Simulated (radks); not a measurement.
Values are calculated unless marked as measured or tabulated.
Task: Radial electron density D(r) = 4 pi r^2 rho(r) of an atom or ion with 5 electrons. Code: a radial shooting solver on a logarithmic mesh with Libxc functionals. Model: scalar-relativistic Kohn-Sham, SCAN, spin-polarised, spherical densities, finite nucleus; meta-GGA in the generalised Kohn-Sham scheme; Fermi nuclear charge, rms radius of each element as measured or else 0.836 A^(1/3) + 0.57 fm.

r (bohr)  D(r) (e/bohr)  spin D(r)
0.002582          1.531  0.0000133
0.002888          1.870  0.0000294
0.00323           2.279  0.0000560
0.003585          2.733  0.0000952
0.004009          3.315   0.000161
0.004449          3.955   0.000257
0.004976          4.768   0.000414
0.005521          5.652   0.000637
0.006176          6.761   0.001000
0.006908          8.050    0.00156
0.007665          9.421    0.00233
0.008573          11.10    0.00357
0.009513          12.85    0.00527
0.01064           14.93    0.00799
0.0119            17.22     0.0120
0.01321           19.50     0.0175
0.01477           22.07     0.0261
0.01639           24.52     0.0375
0.01833           27.13     0.0552
0.0205            29.59     0.0806
0.02275           31.64      0.114
0.02545           33.43      0.164
0.02824           34.59      0.228
0.03158           35.14      0.322
0.03505           34.90      0.439
0.0392            33.79      0.605
0.04384           31.80      0.824
0.04865           29.26       1.08
0.05441           25.98       1.43
0.06038           22.69       1.81
0.06753           19.23       2.31
0.07554           16.24       2.86
0.08382           14.17       3.42
0.09375           12.91       4.02
0.104             12.66       4.55
0.1164            13.22       5.03
0.1291            14.21       5.31
0.1444            15.30       5.41
0.1615            15.94       5.24
0.1792            15.78       4.84
0.2005            14.63       4.19
0.2224            12.74       3.44
0.2488            10.12       2.59
0.2783            7.320       1.79
0.3088            4.944       1.16
0.3454            2.908      0.660
0.3832            1.590      0.352
0.4286           0.7280      0.157
0.4794           0.2868     0.0609
0.532            0.1040     0.0218
0.595           0.02919    0.00607
0.6603         0.007471    0.00155
0.7385         0.001384   0.000288
0.8195        0.0002307  0.0000483

What is the nuclear charge?

Result: Z = 30. The innermost maximum, from 1s, lies near gamma/Z bohr with gamma = sqrt(1 - (Z/c)^2) = 0.976, here 0.0325 bohr (found: 0.0321), and its height grows with Z. The density is that of the zinc ion Zn25+ in [He] 2s2 2p1; the configuration itself is not fixed sharply by these data, and Z only to about a unit. D(r) has 2 maxima, at r = 0.0321, 0.167 bohr, and minima at 0.102 bohr, inside which lie 2.18 electrons.
